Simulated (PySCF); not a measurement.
[TiBr4]-: Ti(III) (d1), charge -1. The structure is a model geometry with rigid ligands and bond lengths from ionic radii, not a minimum; coordination tetrahedral, point group Td, metal–donor distances 2.41 Å.

```
5

Ti    0.0000    0.0000    0.0000
Br    1.3914    1.3914    1.3914
Br   -1.3914   -1.3914    1.3914
Br   -1.3914    1.3914   -1.3914
Br    1.3914   -1.3914   -1.3914
```

Method (PySCF 2.14, density fitting): CASSCF(1,5) with orbitals averaged over all microstates of the shell, strongly contracted NEVPT2 on the averaged canonical orbitals; basis x2c-TZVPall on the metal, x2c-SVPall elsewhere; spin-free X2C; gas phase; spin-orbit coupling by state interaction with the mean-field operator over all roots.

**Question.** What is the ground state?

**Answer.** 2E (S = 1/2, orbital degeneracy 2), with 1.0 electrons in the lower (e-type) set and 0.0 in the upper (t2-type) set, by NEVPT2.

**Question.** List the excited states of the same spin.

**Answer.** By NEVPT2: 2T2 at 5526 cm⁻¹. The strongest, at 5526 cm⁻¹, has f = 8.2e-04.

**Question.** Give the fitted ligand-field and repulsion parameters.

**Answer.** At NEVPT2 level: orbital energies 0, 0, 5526, 5526, 5526 cm⁻¹; 10Dq = 5526 cm⁻¹; spin-orbit coupling on the heavy ligands mixes in, so no single ζ describes it.

**Question.** What magnetic behaviour follows?

**Answer.** The ground state is orbitally degenerate (an E term, whose orbital moment is quenched to first order), so no simple spin Hamiltonian is given. The lowest spin-orbit level is 4-fold; the next lies at 5446.6 cm⁻¹. μeff is 1.78 μB at 300 K and 1.68 μB at 10 K; the spin-only value is 1.73 μB.

Charge-transfer states lie outside this active space and may come lower than some of these levels. The ground state is orbitally degenerate in this regular structure, which would distort (Jahn–Teller), so its moment is that of the undistorted model. NEVPT2 on the d shell alone tends to put d–d bands too high for such charged or covalently bound ions.

The job took 34 s on one thread of Intel Xeon Platinum 8488C (shared host), with 176 basis functions and a peak of 0.53 GiB, launched as `OMP_NUM_THREADS=1 python lf_run.py task.json out`.
